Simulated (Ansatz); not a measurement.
Reactions of `[GeH3][SiH2][GeH2][SiH2][GeH2][GeH3]`.

Program: Ansatz. Geometries: PBE0-D4/def2-TZVP. ΔE: electronic, gas phase. CCSD(T)/CBS is the MP2 limit (def2-TZVPP, def2-QZVPP) plus CCSD(T) − MP2 in def2-TZVPP, frozen cores. This one scheme is used for every species. Functionals use def2-TZVPP. B3LYP here is the variant with VWN-RPA as its local correlation; programs differ in this. For Ge, Se outer-core shells are correlated without core-valence functions, which leaves a few kJ/mol of doubt a bond. Scalar relativity is left out up to krypton. One conformer a species, not always the lowest.

```tsv
reaction	PBE-D4 (kcal/mol)	PBE0-D4 (kcal/mol)	B3LYP-D4 (kcal/mol)	CCSD(T)/CBS(def2) (kcal/mol)
`[GeH3][SiH2][GeH2][SiH2][GeH2][GeH3]` + `CNBF` → `C[N]([GeH3])BF` + `[GeH3][SiH2][GeH2][SiH2][GeH3]`	12.2	12.0	10.7	9.5
`[GeH3][SiH2][GeH2][SiH2][GeH2][GeH3]` + HCl → `Cl[SiH2][GeH3]` + `[GeH3][SiH2][GeH2][GeH3]`	-10.9	-11.6	-13.1	-12.7
`[GeH3][SiH2][GeH2][SiH2][GeH2][GeH3]` + `[SiH3]S` → `[SiH3][S][GeH3]` + `[SiH3][GeH2][SiH2][GeH2][GeH3]`	-4.2	-4.8	-5.6	-5.7
`[GeH3][SiH2][GeH2][SiH2][GeH2][GeH3]` + `[CH3][GeH2][F]` → `[CH3][GeH]([F])[GeH3]` + `[SiH3][GeH2][SiH2][GeH2][GeH3]`	-0.2	0.1	-1.0	-0.2
`[GeH3][SiH2][GeH2][SiH2][GeH2][GeH3]` + `CC#CS` → `CC#C[S][GeH3]` + `[GeH3][SiH2][GeH2][SiH2][GeH3]`	-1.7	-1.8	-2.1	-1.8
`[GeH3][SiH2][GeH2][SiH2][GeH2][GeH3]` + `NBS` → `NB[S][GeH3]` + `[SiH3][GeH2][SiH2][GeH2][GeH3]`	-2.5	-3.2	-4.0	-4.2
`[GeH3][SiH2][GeH2][SiH2][GeH2][GeH3]` + `C[SeH]` → `C[Se][GeH3]` + `[GeH3][SiH2][GeH2][SiH2][GeH3]`	-3.0	-3.3	-3.5	-3.6
`[GeH3][SiH2][GeH2][SiH2][GeH2][GeH3]` + `O[Si](F)(Cl)Cl` → `F[Si](Cl)(Cl)[O][GeH3]` + `[GeH3][SiH2][GeH2][SiH2][GeH3]`	2.2	1.4	-1.4	-0.7
`[GeH3][SiH2][GeH2][SiH2][GeH2][GeH3]` + `C=N` → `C=N[SiH2][GeH3]` + `[GeH3][SiH2][GeH2][GeH3]`	3.0	2.7	0.2	1.4
`[GeH3][SiH2][GeH2][SiH2][GeH2][GeH3]` + H–F → `F[SiH2][GeH3]` + `[GeH3][SiH2][GeH2][GeH3]`	-16.3	-16.7	-20.7	-19.1
```

Largest T1 diagnostic: 0.013, for `C=N[SiH2][GeH3]`.
